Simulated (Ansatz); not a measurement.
Harmonic frequencies (cm⁻¹) at PBE0-D4/def2-TZVP from Ansatz: 104, 163, 233, 366, 415, 475, 541, 608, 662, 674, 746, 763, 804, 832, 890, 933, 948, 1013, 1088, 1204, 1243, 1428, 1445, 2201, 2213, 2220, 3045, 3063, 3106, 3120.

Q: Which molecule is it?
A. `C=C[SiH2][SiH2]F`
B. `F[SiH]1CC[SiH2]1`
C. `F[SiH2]/C=C/[SiH3]`
D. `FC[SiH]1C[SiH2]1`

A: B.
